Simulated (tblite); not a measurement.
Compound: C5H7ClN2O.
SMILES with atom numbers: `[CH3:1][CH:2]([CH3:3])[c:4]1[n:5][n:6][c:7]([Cl:8])[o:9]1` (hydrogens: H10, H11, H12 on C1; H13 on C2; H14, H15, H16 on C3)

Computed with GFN2-xTB (tblite), gas phase: L-BFGS steps from a force-field or distance-geometry start until the largest atomic force falls under 0.01 eV/Å.

The end geometry, which sets the zero of energy:
```
atom  x, y, z in Å
C1     -1.5211   -1.0323   -0.3124
C2     -0.7076    0.2637   -0.2828
C3     -1.1898    1.1877    0.8379
C4      0.7266   -0.0609   -0.0695
N5      1.2569   -0.6651    0.9420
N6      2.5836   -0.7484    0.7213
C7      2.7974   -0.1875   -0.4202
Cl8     4.2602    0.0086   -1.2144
O9      1.6638    0.2775   -0.9904
H10    -1.3977   -1.5636    0.6272
H11    -2.5739   -0.8044   -0.4574
H12    -1.1894   -1.6764   -1.1233
H13    -0.7908    0.7753   -1.2467
H14    -2.2416    1.4221    0.6959
H15    -1.0606    0.6965    1.7982
H16    -0.6237    2.1161    0.8425
```

Task: These geometries come from the run, each turned onto the end geometry. Order them by energy, lowest first.
A.
```
atom  x, y, z in Å
C1     -1.5270   -1.0302   -0.3121
C2     -0.6983    0.2502   -0.2645
C3     -1.1962    1.1823    0.8383
C4      0.7393   -0.0777   -0.0370
N5      1.3122   -0.6981    0.9941
N6      2.6567   -0.7468    0.6916
C7      2.8136   -0.1595   -0.4798
Cl8     4.3376    0.0173   -1.2475
O9      1.6350    0.2819   -0.9989
H10    -1.4962   -1.5831    0.6376
H11    -2.5882   -0.7918   -0.5167
H12    -1.1858   -1.6990   -1.1026
H13    -0.7965    0.7612   -1.2092
H14    -2.2452    1.4610    0.6483
H15    -1.1514    0.7315    1.8287
H16    -0.6173    2.1096    0.8777
```
B.
```
atom  x, y, z in Å
C1     -1.5255   -1.0311   -0.3095
C2     -0.6981    0.2548   -0.2683
C3     -1.1950    1.1856    0.8393
C4      0.7341   -0.0716   -0.0504
N5      1.2823   -0.6742    0.9519
N6      2.6069   -0.7463    0.7114
C7      2.7993   -0.1810   -0.4320
Cl8     4.2443    0.0309   -1.2541
O9      1.6552    0.2761   -0.9841
H10    -1.4481   -1.5482    0.6425
H11    -2.5681   -0.7885   -0.5002
H12    -1.1724   -1.6951   -1.0950
H13    -0.7675    0.7648   -1.2338
H14    -2.2347    1.4468    0.6577
H15    -1.1146    0.6868    1.8009
H16    -0.6057    2.0990    0.8714
```
C.
```
atom  x, y, z in Å
C1     -1.5395   -1.0384   -0.3097
C2     -0.6977    0.2438   -0.2489
C3     -1.2045    1.1917    0.8447
C4      0.7420   -0.0821   -0.0321
N5      1.3250   -0.6806    0.9557
N6      2.6403   -0.7377    0.6815
C7      2.8171   -0.1692   -0.4638
Cl8     4.3101    0.0178   -1.2413
O9      1.6499    0.2742   -0.9862
H10    -1.4924   -1.5766    0.6322
H11    -2.5776   -0.7916   -0.5149
H12    -1.1849   -1.6966   -1.1008
H13    -0.7905    0.7631   -1.2159
H14    -2.2386    1.4580    0.6480
H15    -1.1490    0.7272    1.8245
H16    -0.6174    2.1060    0.8750
```
D.
```
atom  x, y, z in Å
C1     -1.5305   -1.0352   -0.3053
C2     -0.6941    0.2469   -0.2535
C3     -1.1991    1.1860    0.8462
C4      0.7431   -0.0720   -0.0544
N5      1.2932   -0.6732    0.9459
N6      2.6170   -0.7441    0.7046
C7      2.8097   -0.1795   -0.4389
Cl8     4.2603    0.0316   -1.2573
O9      1.6640    0.2765   -0.9920
H10    -1.4751   -1.5685    0.6403
H11    -2.5692   -0.7826   -0.5094
H12    -1.1774   -1.6923   -1.0967
H13    -0.7651    0.7573   -1.2175
H14    -2.2356    1.4511    0.6477
H15    -1.1370    0.7062    1.8198
H16    -0.6117    2.1008    0.8683
```
E.
```
atom  x, y, z in Å
C1     -1.5366   -1.0382   -0.3077
C2     -0.7002    0.2444   -0.2470
C3     -1.2039    1.1908    0.8487
C4      0.7461   -0.0754   -0.0498
N5      1.3135   -0.6746    0.9447
N6      2.6364   -0.7418    0.6941
C7      2.8144   -0.1758   -0.4508
Cl8     4.2719    0.0230   -1.2420
O9      1.6645    0.2775   -0.9943
H10    -1.4850   -1.5732    0.6355
H11    -2.5747   -0.7870   -0.5136
H12    -1.1819   -1.6941   -1.0992
H13    -0.7748    0.7560   -1.2102
H14    -2.2394    1.4559    0.6460
H15    -1.1439    0.7164    1.8236
H16    -0.6141    2.1048    0.8700
```

Result: B (0.003 eV), D (0.008 eV), E (0.016 eV), C (0.039 eV), A (0.201 eV).

In the order of the answer:

```tsv
step	E above end (eV)	largest force (eV/Å)	rms force component (eV/Å)	rms distance from end (Å)	rms bond change (Å)	bond most changed (Å)
16	0.003	0.06	0.015	0.035	0.001	C7–O9 -0.001
8	0.008	0.12	0.037	0.044	0.001	C7–Cl8 +0.003
5	0.016	0.18	0.054	0.050	0.003	C2–C4 +0.008
2	0.039	0.52	0.118	0.056	0.006	C7–Cl8 +0.018
0	0.201	2.81	0.642	0.061	0.020	C4–N5 +0.041
```

What follows is the cost of the whole relaxation. On one thread of an Arm Neoverse V1, shared host with 32 logical CPUs at a one-minute load of 16, this took 0.29 s.
